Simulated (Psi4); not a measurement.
Computed with SAPT0/jun-cc-pVDZ, frozen core run with Psi4.

Psi4 input:

```
molecule {
0 1
Ge -0.00975540 -0.00373872 0.14325494
Cl -0.17718972 2.01238108 -0.56710606
Cl 1.87615838 -0.79683992 -0.49862891
Cl -1.57595273 -1.16979727 -0.74281485
H -0.11326052 -0.04200517 1.66529488
--
0 1
Cl -2.72892750 1.23995186 1.44613844
H -3.80659871 0.73201439 1.91959735
units angstrom
symmetry c1
no_reorient
no_com
}
set basis jun-cc-pvdz
set scf_type df
set freeze_core true
energy('sapt0')
```

Part of the output:

```
    SAPT Results
  --------------------------------------------------------------------------------------------------------
    Electrostatics                 -7.79830375 [mEh]      -4.89350948 [kcal/mol]     -20.47444366 [kJ/mol]
      Elst10,r                     -7.79830375 [mEh]      -4.89350948 [kcal/mol]     -20.47444366 [kJ/mol]

    Exchange                       18.63533884 [mEh]      11.69385167 [kcal/mol]      48.92707538 [kJ/mol]
      Exch10                       18.63533884 [mEh]      11.69385167 [kcal/mol]      48.92707538 [kJ/mol]
      Exch10(S^2)                  18.47380832 [mEh]      11.59248974 [kcal/mol]      48.50297706 [kJ/mol]

    Induction                      -2.27561895 [mEh]      -1.42797245 [kcal/mol]      -5.97463673 [kJ/mol]
      Ind20,r                     -12.88034500 [mEh]      -8.08253851 [kcal/mol]     -33.81734113 [kJ/mol]
      Exch-Ind20,r                 11.53191027 [mEh]       7.23638295 [kcal/mol]      30.27702625 [kJ/mol]
      delta HF,r (2)               -0.92718423 [mEh]      -0.58181689 [kcal/mol]      -2.43432185 [kJ/mol]

    Dispersion                     -5.08490568 [mEh]      -3.19082649 [kcal/mol]     -13.35041802 [kJ/mol]
      Disp20                       -6.11349108 [mEh]      -3.83627357 [kcal/mol]     -16.05096861 [kJ/mol]
      Exch-Disp20                   1.02858540 [mEh]       0.64544708 [kcal/mol]       2.70055059 [kJ/mol]
      Disp20 (SS)                  -3.05674554 [mEh]      -1.91813678 [kcal/mol]      -8.02548431 [kJ/mol]
      Disp20 (OS)                  -3.05674554 [mEh]      -1.91813678 [kcal/mol]      -8.02548431 [kJ/mol]
      Exch-Disp20 (SS)              0.50673698 [mEh]       0.31798226 [kcal/mol]       1.33043776 [kJ/mol]
      Exch-Disp20 (OS)              0.52184842 [mEh]       0.32746483 [kcal/mol]       1.37011284 [kJ/mol]

  Total HF                          8.56141614 [mEh]       5.37236974 [kcal/mol]      22.47799499 [kJ/mol]
  Total SAPT0                       3.47651047 [mEh]       2.18154325 [kcal/mol]       9.12757697 [kJ/mol]
```
